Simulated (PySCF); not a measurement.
Molecule: methylhydroxycarbene, C$_{2}$H$_{4}$O (charge 0, singlet). SMILES: O[C]C
Geometry from a B3LYP-D3(BJ)/def2-TZVP (Ansatz) optimisation:
```xyz
7

C      1.0833    -0.3696     0.0143
C     -0.1145     0.2918    -0.5715
O     -1.1364     0.2785     0.2315
H      1.3952    -1.1729    -0.6596
H      1.9063     0.3509     0.0163
H      0.9397    -0.7737     1.0339
H     -0.9626    -0.1653     1.1007
```

Dispersion corrections to the total energy (kcal/mol) from the dftd3 and dftd4 libraries through PySCF: D3(BJ) without and D4 with the three-body term, each with the damping fitted for the functional named.

```tsv
functional	D3(BJ)	D4
B2GP-PLYP	-1.01	-0.69
PW6B95	-0.82	-1.53
HSE06	-1.11	-1.29
BHLYP	?	-1.81
LC-wPBE	-1.70	?
PBE0	-1.63	-1.41
B2PLYP	-1.46	?
```

Task: Some entries are withheld; supply them.

Result: 
- BHLYP, D3(BJ): -2.51
- LC-wPBE, D4: -1.90
- B2PLYP, D4: -1.19
